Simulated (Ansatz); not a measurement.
Zn₂OF₂, relaxed as a singlet with RKS PBE0-D4/def2-SVP in Ansatz, starting from the GFN1-xTB geometry. Force threshold 0.02 eV/Å.

The structure comes from a short search, and lower isomers may exist.

Start:

Cartesian coordinates in Å:
```
Zn 0.6922 -0.3198 -1.5220
Zn -0.7172 0.3118 1.5115
O 0.1500 0.0709 0.0544
F -1.4414 0.5999 2.9872
F 1.3164 -0.6628 -3.0311
```

Estimate the energy that the relaxation releases and the steps that it takes.

18.7 kJ/mol, in 9 steps; 16 s on 4 threads of Arm Neoverse V2 on a shared host. No frequencies were taken in this run, so the end may be a saddle point.

Does the start keep its bonding?

By distances, no bond broke or formed. The bond that changes most is Zn1–F5, from 1.67 to 1.74 Å (atoms count from 1).

Predict the relaxed structure.


| atom | x (Å) | y (Å) | z (Å) |
| --- | --- | --- | --- |
| Zn1 | 0.750 | -0.252 | -1.389 |
| Zn2 | -0.558 | 0.345 | 1.458 |
| O3 | 0.705 | 0.342 | 0.252 |
| F4 | -1.765 | 0.382 | 2.704 |
| F5 | 0.868 | -0.818 | -3.025 |
Bond lengths (bridged metal pairs left out): 2 × O–Zn 1.75 Å; 2 × F–Zn 1.74 Å.
